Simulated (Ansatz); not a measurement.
`C[CH2][SbH][OH]`, charge 0, multiplicity 1.

Give a relaxed structure at PBE0-D4/def2-TZVP (Ansatz 0.2.0). (Best estimate.)

The calculation gave: 
Cartesian coordinates in Å:
```
C 0.9526 -1.3109 0.4106
C -0.3300 -0.5578 0.1030
Sb -0.0091 1.1959 -1.1060
O -1.6242 2.1061 -0.4167
H 1.6594 -0.6878 0.9649
H 0.7545 -2.1993 1.0170
H 1.4573 -1.6508 -0.4985
H -0.8202 -0.1952 1.0091
H -1.0452 -1.1881 -0.4304
H 1.0531 1.8790 0.0627
H -2.0481 2.6089 -1.1158
```
This is one stationary point; other conformers may exist.
